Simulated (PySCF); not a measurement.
Spectrum to structure. Method: TDDFT CAM-B3LYP/def2-SVPD, vertical, gas phase, core orbitals frozen in the response in PySCF 2.14.0, density-fitted response routines. Geometries: PBE0-D3(BJ)/def2-SVP, one conformer each.

```tsv
state	λ (nm)	f
S1	170.8	0.024
S2	158.5	0.0076
S3	157.2	0.068
S4	152.4	0.017
S5	149.4	0.0021
S6	147.6	0.018
S7	146.0	0.103
S8	143.0	0.037
S9	141.9	0.042
S10	141.0	0.042
```

Orbital energies (eV): HOMO-3 -11.17, HOMO-2 -10.84, HOMO-1 -10.06, HOMO -9.72, LUMO 0.90, LUMO+1 1.23, LUMO+2 1.55.

Question: Which structure fits? All have the formula C4H8F2Si.
A. `C=C([SiH3])CC(F)F`
B. `[SiH2]1[C@@H](CC1)C(F)F`
C. `FC(F)[C@@]1(C)[SiH2]C1`

Answer: B. Its S1, at 7.26 eV, is the highest among the candidates; the nearest of the others has S1 at 6.79 eV. S1 is HOMO→LUMO (90%). Löwdin shares by element: HOMO carbon 52% or more, silicon 20% (atoms not listed hold the other 28%); LUMO silicon 32%, hydrogen 21% or more, carbon 13% or more (atoms not listed hold the other 33%). At the same level the other candidates give, for their lowest levels:
- `C=C([SiH3])CC(F)F`: 183 nm (f 0.017); 178 nm (f 0.331); 166 nm (f 0.010); 153 nm (f 0.001); 151 nm (f 0.011); T1 4.16 eV; HOMO -9.30, LUMO 0.42 eV
- `C[C@@]1(C(F)F)C[SiH2]1`: 192 nm (f 0.226); 188 nm (f 0.001); 174 nm (f 0.020); 173 nm (f 0.011); 169 nm (f 0.005); T1 5.05 eV; HOMO -8.53, LUMO 0.79 eV

The values belong to the conformer `[F:1][CH:2]([F:3])[C@@H:4]1[CH2:5][CH2:6][SiH2:7]1`: F1–C2–C4–C5 176°.
Triplets come from the Tamm–Dancoff approximation.

Without π bonds the low states are Rydberg-like; a valence basis with one diffuse set may place them up to an eV too high.
